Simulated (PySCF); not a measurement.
# Reading the logs of faulty runs: BC2H8Si cation

These are calculations, not measurements. They come from PySCF 2.14.0, an open-source quantum chemistry program, on an isolated molecule that a program drew, which may never have been made. The molecule is BC2H8Si cation (charge +1, singlet), drawn as the SMILES string `BC(C)[SiH2+]`.

Each row is a Hartree-Fock (HF) and frozen-core CCSD(T) single point in the cc-pV(D+d)Z basis, meant for a local HF minimum. Run 1 is clean. Each other run has one planted mistake out of seven kinds, and not every kind appears here: one electron removed, one electron added, multiplicity raised by two, geometry at a saddle point, minimal basis STO-3G, one bond length entered in bohr, all coordinates scaled. The reference is restricted for singlets and unrestricted otherwise, and also for a bond in bohr. Adding or removing an electron swaps singlet and doublet. Electrons count all cores. HOMO and LUMO are orbital energies over both spins, the gradient is its largest component, and the lowest frequency (negative if imaginary) is given only where the gradient is small. Bond lengths are over the 11 bonds as drawn. T1 is the CCSD diagnostic: over 0.02 (restricted) or 0.045 (unrestricted) a single reference is doubtful.

Geometry of the clean run:
```xyz
12
BC2H8Si cation, angstrom
B     1.0972    0.3876   -1.4017
C    -0.4266    0.2405   -0.8984
C    -0.6441   -0.1125    0.5868
Si   -1.3580    1.6277   -1.6041
H     1.9642   -0.0393   -0.7078
H     1.3389    0.8743   -2.4697
H    -0.6903   -0.6045   -1.5709
H    -0.3795    0.7258    1.2325
H    -0.0048   -0.9514    0.8570
H    -1.6759   -0.3940    0.7960
H    -1.9080    2.7120   -0.7867
H    -1.5297    1.7491   -3.0521
```

```
run,electrons,basis functions,<S^2>,HOMO (eV),LUMO (eV),gradient (hartree/bohr),lowest frequency (cm^-1),mean bond (Å),longest bond (Å),T1,HF (hartree),CCSD(T) (hartree),mistake
1,38,105,0.000,-17.05,-5.21,2.9e-05,93,1.3331,1.814,0.0121,-393.71504,-394.23937,no fault
2,38,105,2.026,-12.69,-8.37,9.2e-02,-,1.3331,1.814,0.0270,-393.56712,-394.08531,multiplicity raised by two
3,38,32,0.000,-16.11,-2.49,2.4e-02,-,1.3331,1.814,0.0088,-389.22091,-389.45820,minimal basis STO-3G
4,38,105,0.000,-16.58,-5.29,3.9e-02,-,1.4185,1.930,0.0130,-393.67843,-394.21433,all coordinates scaled
5,39,105,0.767,-6.81,2.04,3.6e-02,-,1.3331,1.814,0.0122,-393.93536,-394.47683,one electron added
6,38,105,0.854,-16.05,-5.54,1.1e-02,-,1.4516,2.769,0.0398,-393.60212,-394.11470,?
```

**Which mistake was planted in run 6, and what did it cost?**

The mean bond changes by a factor of 1.089 and the longest by 1.526, so the molecule wasn't scaled as a whole. A length L in bohr read as angstrom grows by (1/0.5292 - 1) L = 0.890 L. The 11 bonds together grew by 11 x 0.1185 = 1.304 Å, which gives L = 1.465 Å. That is the length of one of the H-Si bonds, 1.465 Å in the clean geometry. So the mistake is: one bond length entered in bohr. Subtracting run 1 and multiplying by 627.51 kcal/mol a hartree, the energy moved by 70.9 kcal/mol in HF and 78.2 kcal/mol in CCSD(T).

